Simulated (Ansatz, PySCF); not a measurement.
CH$_{3}$F$_{2}$Sb (SMILES [CH3][Sb]([F])[F]), singlet, geometry from GFN2-xTB (all electrons, no relativity). Base run: CASSCF(2,4)/STO-3G (PySCF).

The PySCF input:
```python
from pyscf import gto, scf, mcscf
import numpy

mol = gto.Mole()
mol.atom = '''
    Sb   -0.062893   -0.034618    0.414738
    F    -1.078406   -1.091997   -0.942551
    F    -0.392787    1.650180   -0.607585
    C     1.734264   -0.346314   -0.734929
    H     1.483475   -0.102572   -1.760812
    H     2.039307   -1.382076   -0.657113
    H     2.519918    0.304424   -0.372916
'''
mol.basis = 'sto-3g'
mol.charge = 0
mol.spin = 0
mol.verbose = 4
mol.build()

mf = scf.RHF(mol)
mf.kernel()
mc = mcscf.CASSCF(mf, 4, 2)
mc.fix_spin_(ss=0.0)
mc.kernel()
occ = numpy.linalg.eigvalsh(mc.fcisolver.make_rdm1(mc.ci, mc.ncas, mc.nelecas))[::-1]
ss = mc.fcisolver.spin_square(mc.ci, mc.ncas, mc.nelecas)[0]
print('natural occupations', occ.round(4), ' <S^2>', round(ss, 4))
```

Programs used: Ansatz (a first-principles code), PySCF; a row that names a program was run with it.

Each row names what was changed in the base input (with any setting that the change needs).

```
change                                            ΔE vs base (kcal/mol)                      natural occupations  <S^2> of the state
------------------------------------------------  ---------------------  ---------------------------------------  ------------------
base                                                              0.000                      1.93 0.07 0.00 0.00                0.00
state_average = 2 states                                          28.96                                        -                   -
active space = 8 electrons, 7 orbitals                           -32.29       1.99 1.97 1.93 1.92 0.08 0.07 0.03                0.00
active space = 10 electrons, 8 orbitals                          -35.52  1.99 1.99 1.97 1.93 1.92 0.08 0.08 0.03                0.00
orbitals = fixed (CASCI); correction = SC-NEVPT2                 -53.00                      1.98 0.01 0.01 0.00                0.00
code = ansatz                                                     0.006                                        -                   -
conv_tol = 1e-5                                                   0.000                      1.93 0.07 0.00 0.00                0.00
correction = SC-NEVPT2                                           -57.29                      1.93 0.07 0.00 0.00                0.00
start = MP2 natural orbitals                                      0.000                      1.93 0.07 0.00 0.00                0.00
orbitals = fixed (CASCI)                                          14.69                      1.98 0.01 0.01 0.00                0.00
solver = newton                                                   11.00                      1.97 0.02 0.01 0.00                0.00
```

Active orbitals are taken around the Fermi level unless the row says otherwise; CASSCF can end in different local minima, and two programs can end on different orbitals. State-averaged rows give the lowest state.
